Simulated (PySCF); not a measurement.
C₄H₁₁NSi, SMILES C/C(=C/[SiH3])CN.

The structure is a stationary point at PBE-D3(BJ)/def2-SVP. The structure was generated by enumeration; whether it is a known compound was not checked. The values are those of a single conformer.

All values below come from PBE-D3(BJ)/def2-SVP run with PySCF 2.14.0.

Frequencies are harmonic and unscaled.

```tsv
mode	ν (cm⁻¹)	IR (km/mol)	moving atoms (share of kinetic energy)
1	94	1.4	H 50 %, C 27 %, N 18 %
2	144	4.2	H 52 %, C 28 %, N 10 %, Si 9 %
3	158	13.3	Si 29 %, H 29 %, N 28 %, C 14 %
4	190	0.1	H 68 %, C 30 %
5	277	6.3	H 82 %, N 9 %
6	319	1.0	C 52 %, H 40 %
7	365	1.3	H 54 %, C 19 %, Si 14 %, N 12 %
8	408	5.4	H 56 %, Si 15 %, C 15 %, N 14 %
9	432	6.4	C 56 %, H 42 %
10	532	1.6	C 52 %, N 22 %, H 19 %
11	625	53.8	H 75 %, C 15 %, Si 9 %
12	642	42.3	H 81 %, Si 11 %
13	754	15.5	C 48 %, H 43 %
14	782	43.9	H 76 %, C 18 %
15	796	23.8	H 63 %, C 30 %
16	850	23.5	H 62 %, C 35 %
17	871	123.4	H 88 %
18	920	43.8	H 62 %, C 31 %
19	952	211.0	H 93 %
20	977	40.6	H 96 %
21	984	5.0	H 58 %, C 40 %
22	1007	2.6	H 64 %, C 34 %
23	1085	9.4	C 37 %, H 37 %, N 26 %
24	1113	10.9	H 59 %, C 40 %
25	1128	2.7	H 65 %, C 27 %
26	1248	2.2	H 64 %, C 35 %
27	1284	3.2	H 81 %, C 10 %, N 8 %
28	1337	3.8	H 75 %, C 24 %
29	1354	2.1	H 51 %, C 47 %
30	1398	8.8	H 95 %
31	1399	6.9	H 95 %
32	1413	6.8	H 87 %, C 12 %
33	1570	23.1	H 90 %, N 8 %
34	1653	42.3	C 94 %
35	2070	249.3	H 97 %
36	2129	123.3	H 98 %
37	2140	136.7	H 96 %
38	2890	75.6	H 94 %
39	2949	31.7	H 97 %
40	2968	14.7	H 92 %, C 8 %
41	3013	13.8	H 91 %, C 9 %
42	3070	7.4	H 92 %, C 8 %
43	3079	12.6	H 91 %, C 9 %
44	3437	3.6	H 96 %
45	3526	9.5	H 91 %, N 9 %
```
